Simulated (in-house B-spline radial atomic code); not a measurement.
Results of a calculation; reference values are marked as such.
# Stopping of slow ions oscillates with Z: Al to Ni at r_s = 2.07

A nucleus sits in a uniform electron gas with a rigid positive background. The Kohn-Sham equations are solved self-consistently in the spin-unpolarised LDA (PW92), non-relativistic, on B-splines with outgoing waves at the boundary and partial waves to l = 8. The model has no lattice, no bands and no magnetic solution. Atomic units; δ_l are the phase shifts at the Fermi level, counted so that each bound state adds π, and good to about 0.0005.

The density parameter is r_s = 2.07 bohr, near that of the valence electrons of Al (3 per atom, density 2.7 g/cm³, mass 26.98 u, which gives r_s = 2.07). The friction coefficient Q = n k_F σ_tr gives dE/dx = Q v for slow ions.

```csv
ion,δ0/π,δ1/π,δ2/π,δ3/π,σ_tr (bohr²),Q (a.u.)
Al,2.108,1.259,0.102,0.012,13.07,0.3261
Si,2.213,1.368,0.114,0.012,22.60,0.5638
P,2.309,1.477,0.128,0.013,32.43,0.8092
S,2.395,1.581,0.147,0.014,39.70,0.9906
Cl,2.476,1.674,0.175,0.015,44.48,1.1099
Ar,2.550,1.754,0.213,0.014,49.06,1.2242
K,2.617,1.820,0.263,0.012,55.67,1.3891
Ca,2.673,1.871,0.326,0.009,64.49,1.6093
Sc,2.719,1.909,0.398,0.007,72.82,1.8171
Ti,2.756,1.937,0.477,0.005,76.55,1.9102
V,2.789,1.960,0.559,0.004,72.86,1.8181
Cr,2.819,1.979,0.642,0.003,61.74,1.5408
Mn,2.848,1.999,0.724,0.004,45.96,1.1469
Fe,2.880,2.020,0.803,0.005,29.76,0.7425
Co,2.917,2.047,0.875,0.006,17.11,0.4268
Ni,2.964,2.086,0.938,0.009,10.04,0.2506
```

**Question.** Where are the largest and smallest frictions, and what do the phase shifts say there?

**Answer.** Largest: Ti, Q = 1.9102; smallest: Ni, Q = 0.2506, a ratio of 7.6. For the largest δ2/π = 0.48: the d resonance is about half filled and sits at the Fermi level, where it scatters most. For the smallest, which lies at the edge of the table, the differences δ_l − δ_(l+1), measured from the nearest multiple of π, are 0.12π, 0.15π, 0.07π; σ_tr grows with the sines of these.

**Question.** At equal speed, Lindhard and Scharff's formula, with silicon as an example target, scales as Z^(7/6)/(Z^(2/3) + 14^(2/3))^(3/2). How does its rise from the first ion to the last compare?

**Answer.** It rises smoothly by 0.8374/0.5222 = 1.60, while Q changes by 0.251/0.326 = 0.77. The statistical formula averages over shells, so it can't show the oscillation.
